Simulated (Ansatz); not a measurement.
```xyz
10

C     1.555   -0.718    0.065
O     0.462   -0.487   -0.808
Si   -0.981    0.100   -0.396
F    -1.691   -0.805    0.700
Cl   -2.134    0.025   -2.059
Se   -0.741    2.174    0.461
H     1.382   -1.617    0.662
H     2.443   -0.862   -0.549
H     1.717    0.131    0.735
H    -2.011    2.059    1.190
```

Charge 0, multiplicity 1.

Task: List the r2SCAN/def2-TZVPP orbital energies in eV (Ansatz). (Estimate.)

Result: Ansatz gave: Occupied: -12334.47, -2753.59, -1793.74, -1575.14, -1412.38, -1412.35, -1412.31, -666.57, -516.53, -274.85, -255.00, -211.26, -193.53, -193.40, -193.39, -154.72, -154.62, -154.45, -143.87, -98.77, -98.74, -98.72, -55.10, -55.07, -54.93, -54.86, -54.84, -31.75, -27.45, -21.85, -18.76, -18.38, -14.28, -12.98, -12.22, -12.15, -11.42, -11.32, -10.92, -10.32, -9.18, -8.74, -8.50, -8.16, -7.84, -6.64. Lowest empty: -0.87, -0.25, 0.71, 0.92, 1.47, 2.06, 2.82, 3.12.
